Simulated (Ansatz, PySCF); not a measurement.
Energy difference 3 R1 + R2 → P1 + P2 + P3 + P4, each structure at its B3LYP-D3(BJ)/def2-TZVP stationary point, reached from a drawn start (curvature not checked).
P1, CH4 (SMILES C) (charge 0, multiplicity 1, Z-matrix in Å and degrees):
```
C
H 1 1.0893
H 1 1.0893 2 109.47
H 1 1.0893 2 109.47 3 -120.00
H 1 1.0893 2 109.47 3 120.00
```
R1, H2 (SMILES [H][H]) (charge 0, multiplicity 1):
```tsv
atom	x (Å)	y (Å)	z (Å)
H	0.0000	0.0000	0.3720
H	0.0000	0.0000	-0.3720
```
P2, HCl (SMILES Cl) (charge 0, multiplicity 1):
```xyz
2

Cl     0.0000     0.0000     0.6410
H      0.0000     0.0000    -0.6410
```
P3: HF (SMILES F), charge 0, multiplicity 1.
P4: SiH4 (SMILES [SiH4]), charge 0, multiplicity 1.
R2: CH4ClFSi (SMILES C[SiH](F)Cl), charge 0, multiplicity 1.

P less R. No zero-point or thermal terms.

Correlated levels freeze the cores.

The values were computed with Ansatz (Gaussian basis) for Hartree–Fock, density functionals and correlated methods; PySCF for the D3/D4 terms. All values are computed, each at the level named.

Question: What reaction energy does CCSD/cc-pV(D+d)Z give?

Answer: 29.0 kcal/mol

Question: Estimate the reaction energy that B3LYP-D3(BJ)/def2-TZVPP returns for this input.

Answer: 42.6 kcal/mol

Question: Estimate the reaction energy that MP2/cc-pV(D+d)Z returns for this input.

Answer: 35.8 kcal/mol

Ansatz is a quantum-chemistry and plane-wave program.
